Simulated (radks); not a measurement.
All-electron atom: Zr II in [Kr] 4d2 5s1.

All-electron calculation, scalar-relativistic Kohn-Sham, LDA (Slater exchange, Perdew-Wang correlation), spin-polarised, spherical densities, finite nucleus; open shells are filled with parallel spins first (spin-orbit coupling, left out, can overturn this in heavy ions); Fermi nuclear charge, rms radius 4.2694 fm. Program: a radial shooting solver on a logarithmic mesh with Libxc functionals.

Energy parts (eV):
| part | energy |
|---|---|
| total | -97806.641 |
| kinetic | 100533.908 |
| electron-nucleus | -235357.653 |
| Hartree | 40004.670 |
| exchange-correlation | -2987.567 |

Orbitals (lengths in bohr, moments of r in powers of bohr):
orbital  occ.  eigenvalue (eV)      <r^4>
1s up       1        -17805.30  8.906e-06
1s down     1        -17805.28  8.906e-06
2s up       1        -2473.433   0.001681
2s down     1        -2473.267   0.001681
2p up       3        -2208.226   0.001205
2p down     3        -2208.096   0.001205
3s up       1        -410.3100    0.09138
3s down     1        -410.1755    0.09130
3p up       3        -323.9264     0.1027
3p down     3        -323.7812     0.1026
3d up       5        -181.6512     0.1223
3d down     5        -181.4611     0.1219
4s up       1         -61.6234      4.287
4s down     1         -60.6053      4.198
4p up       3         -39.6760      7.530
4p down     3         -38.5008      7.292
4d up       2         -10.7524      59.58
4d down     0          -9.1810      63.62
5s up       1         -10.7370      236.5
5s down     0          -9.1705      286.8

The highest occupied level is 5s up at -10.737 eV. The density falls to 0.001 e/bohr^3 at r = 4.45 bohr. For comparison, the ionisation energy in NIST's Atomic Spectra Database is 13.130 eV (measured). In exact Kohn-Sham theory the highest level is minus the ionisation energy, but local and semilocal functionals leave it too shallow, through self-interaction and a potential that decays too fast; potentials with the right tail come closer. The electron density at the nucleus is 7.576e+04 e/bohr^3 (large components only). Summed over all electrons, <r^2> = 44.50 bohr^2, which gives a Langevin (diamagnetic) susceptibility term of -35.2 x 10^-6 cm^3/mol. Spin moment in Bohr magnetons: 3.
